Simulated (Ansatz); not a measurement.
Consider the substitution at a C–Se bond: `C[Se][Hf]([Cl])([Cl])[Cl]` + `CC(O)(O)F` → `COC(C)(O)F` + `[Cl][Hf]([Cl])([Cl])[SeH]`.

Computed with Ansatz on PBE0-D4/def2-TZVP structures; ΔE is electronic, products minus reactants. CCSD(T)/CBS is the MP2 limit (def2-TZVPP, def2-QZVPP) plus CCSD(T) − MP2 in def2-TZVPP, frozen cores. Functionals use def2-TZVPP. B3LYP here is the variant with VWN-RPA as its local correlation; programs differ in this. def2 core potentials past Kr. For Hf, Se outer-core shells are correlated without core-valence functions, which leaves a few kJ/mol of doubt a bond. Scalar relativity is left out up to krypton. Each species was taken in one conformer, which may not be the lowest.

`C[Se][Hf]([Cl])([Cl])[Cl]`:

Z-matrix (Å, degrees):
```
C
Hf 1 3.131
Se 1 1.975 2 53.5
H 1 1.094 2 59.9 3 -179.7
H 1 1.087 2 124.4 3 -87.3
H 1 1.087 2 124.1 3 87.5
Cl 2 2.318 1 146.1 3 -0.1
Cl 2 2.332 1 86.9 3 125.3
Cl 2 2.332 1 86.9 3 -125.3
```

`CC(O)(O)F`:

Z-matrix (Å, degrees):
```
C
C 1 1.506
H 1 1.089 2 109.6
H 1 1.090 2 109.9 3 119.7
H 1 1.089 2 109.3 3 -120.0
O 2 1.358 1 110.0 3 56.9
O 2 1.383 1 114.6 3 179.1
F 2 1.397 1 107.7 3 -62.4
H 6 0.965 2 107.5 1 168.3
H 7 0.962 2 108.5 1 68.1
```

`COC(C)(O)F`:

Z-matrix (Å, degrees):
```
C
O 1 1.411
H 1 1.095 2 111.6
H 1 1.094 2 111.6 3 -122.6
H 1 1.089 2 106.4 3 118.4
C 2 1.387 1 115.6 3 73.5
O 6 1.375 2 112.0 1 66.9
C 6 1.507 2 115.2 1 -58.3
F 6 1.372 2 102.7 1 -176.4
H 7 0.965 6 107.2 2 52.5
H 8 1.089 6 108.8 2 -172.2
H 8 1.089 6 110.7 2 68.5
H 8 1.089 6 109.3 2 -52.6
```

`[Cl][Hf]([Cl])([Cl])[SeH]`:

```xyz
6

Cl   -1.845   -1.351    0.804
Hf   -0.050   -0.416   -0.335
Cl   -0.870    0.861   -2.094
Cl    1.439   -2.031   -1.068
Se    1.279    1.075    1.251
H     0.046    1.862    1.442
```

Question: Is it downhill or uphill in electronic energy at CCSD(T)/CBS, and by how much? (Estimate.)

Answer: Computed: Uphill: ΔE = +0.50 eV.

Question: What do these levels give: PBE-D4, PBE0-D4, ωB97M-V, B2PLYP, r2SCAN, PBE0, B3LYP, HF/def2-TZVPP, MP2/def2-TZVPP, SCS-MP2/def2-TZVPP, CCSD(T)/def2-TZVPP, SCS-MP2/def2-QZVPP? (Best estimate.)

Answer: The calculation gave: PBE-D4 0.49, PBE0-D4 0.48, ωB97M-V 0.45, B2PLYP 0.46, r2SCAN 0.46, PBE0 0.46, B3LYP 0.40, HF/def2-TZVPP 0.29, MP2/def2-TZVPP 0.58, SCS-MP2/def2-TZVPP 0.51, CCSD(T)/def2-TZVPP 0.48, SCS-MP2/def2-QZVPP 0.52 eV.

Largest T1 diagnostic among the species: 0.014.

The D4 term adds +0.03 eV with B3LYP and +0.02 eV with PBE0; it sums over pairs of atoms, weighted by their polarisabilities, and B3LYP, whose exchange is more repulsive, gets the larger term. In def2-TZVPP, CCSD(T) changes the Hartree–Fock value by +0.19 eV (the triples alone add +0.03 eV) and MP2 by +0.29 eV.
